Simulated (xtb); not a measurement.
Input file for xtb: GFN1-xTB on CH4Si (SMILES C[SiH]).

```
$ xtb mol.xyz --gfn 1 --sp --chrg 0 --uhf 0
6

C     -0.52341943    -0.01103351     0.08841241
Si     1.25160965    -0.02817132     0.76974013
H     -0.68337772     0.89629015    -0.50687846
H     -1.28830178    -0.06361485     0.86307327
H     -0.66346192    -0.84837980    -0.60605974
H      1.90695120     0.05490933    -0.60828758
```

Q: Give the final energy of this run.

A: -6.0284 hartree.
